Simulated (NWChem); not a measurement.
System: C3H5 cation

NWChem input:

```
start job
memory heap 200 mb stack 900 mb global 1100 mb
charge 1
geometry units angstroms noautosym nocenter noautoz
  C      0.001500    -1.382356     0.001868
  C     -0.047781    -0.109507    -0.000839
  C     -0.049493     1.291413     0.001592
  H     -0.929325    -1.972351    -0.081753
  H      0.958415    -1.926596     0.084267
  H      1.046577     1.513231     0.100434
  H     -0.367581     1.734733    -0.957497
  H     -0.532834     1.730964     0.890884
end
basis spherical
  * library def2-svp
end
dft
  xc b3lyp
  iterations 150
end
cosmo
  dielec 4.8
end
task dft energy
```

Coordinates come from a PBE0/def2-SVP optimisation. B3LYP is NWChem's, with the RPA form of VWN correlation.

Level: B3LYP/def2-SVP with COSMO at NWChem's default radii, gas-phase geometry; the question gives the dielectric constant. Reactions with the solvent are ignored.

Task: What results follow from this input? (B3LYP/def2-SVP, COSMO on the gas-phase geometry.) Quantities: electrostatic solvation energy (kcal/mol).

Result: 
```json
{
  "electrostatic solvation energy (kcal/mol)": "-51.4"
}
```
